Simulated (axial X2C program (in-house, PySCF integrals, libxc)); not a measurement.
# Spin–orbit effects down a group: molecules with P, PBE0

All values come from calculations with an in-house all-electron X2C program for linear molecules (integrals from PySCF), spin-free (one-electron X2C) or two-component (2c: spin–orbit coupling with atomic mean-field Coulomb and Gaunt terms, which also bring small scalar terms), in Dyall basis sets with cores contracted in-house; open shells are unrestricted.

Basis sets: Cr dyall-cv3z, Mo dyall-cv3z, P dyall-v3z, W dyall-v3z.

```tsv
molecule	spin-free state	Re (Å)	ωe (cm⁻¹)	De (eV)	2c state	Re 2c (Å)	ωe 2c (cm⁻¹)	De 2c (eV)
CrP	M_S = 3/2, Λ = 0	2.208	351.8	2.05	Ω = 3/2	2.209	351.4	2.05
MoP	M_S = 3/2, Λ = 0	2.129	433.7	2.89	Ω = 3/2	2.129	433.1	2.89
WP	M_S = 3/2, Λ = 0	2.116	500.4	n/a	Ω = 3/2	2.118	496.1	n/a
```

Problem. Work out the shifts from the spin-free to the two-component result.

Solution. 

```
molecule  2c state  ΔRe (Å)  Δωe (cm⁻¹)  ΔDe (eV)
     CrP   Ω = 3/2    0.001        -0.4      0.00
     MoP   Ω = 3/2    0.000        -0.6      0.00
      WP   Ω = 3/2    0.002        -4.3       n/a
```

Shifts of one unit in the last digit are rounding.

Each entry is the lowest single determinant of a limited PBE0 search at one distance. De goes to single-determinant-based atoms at the same level (for ions the charge split of lowest energy) and is withheld (n/a) where an atom does not fit its ground term or J level. Main or longest-lived isotopes. One determinant is a doubtful description, or other states lie close, for CrP, MoP, WP; these need not be ground states, and all values refer to the states named. With several unpaired electrons the Ω given is that of one determinant, not necessarily of the lowest component. The functionals have no current term, which raises determinants with orbital currents.
